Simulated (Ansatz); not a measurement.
The same redistribution along the group Ti, Zr, Hf.

Calculated with Ansatz (gas phase, PBE0-D4/def2-TZVP geometries, no zero-point term in ΔE). CBS: MP2 limit from def2 TZ/QZ plus the TZ coupled-cluster correction, frozen cores. Functionals use def2-TZVPP. def2 core potentials past Kr. For Br, Hf, Ti, Zr outer-core shells are correlated without core-valence functions, which leaves a few kJ/mol of doubt a bond. Scalar relativity is left out up to krypton. One conformer a species, not always the lowest.

```
                                                                                             reaction  CCSD(T)/CBS(def2) (kJ/mol)
`[Cl][Ti]([Cl])([Cl])[Cl]` + `[OH][Al]([Br])[Br]` → `[OH][Ti]([Cl])([Cl])[Cl]` + `[Cl][Al]([Br])[Br]`                          -2
`[Cl][Zr]([Cl])([Cl])[Cl]` + `[OH][Al]([Br])[Br]` → `[OH][Zr]([Cl])([Cl])[Cl]` + `[Cl][Al]([Br])[Br]`                           ?
`[Cl][Hf]([Cl])([Cl])[Cl]` + `[OH][Al]([Br])[Br]` → `[OH][Hf]([Cl])([Cl])[Cl]` + `[Cl][Al]([Br])[Br]`                          -3
```

(1) Fill in the missing values. (An estimate is asked.)

Largest T1 diagnostic: 0.025, for `[Cl][Ti]([Cl])([Cl])[Cl]`.

Answers

(1) Ansatz gave: `[Cl][Zr]([Cl])([Cl])[Cl]` + `[OH][Al]([Br])[Br]` → `[OH][Zr]([Cl])([Cl])[Cl]` + `[Cl][Al]([Br])[Br]`: -1.8 kJ/mol.
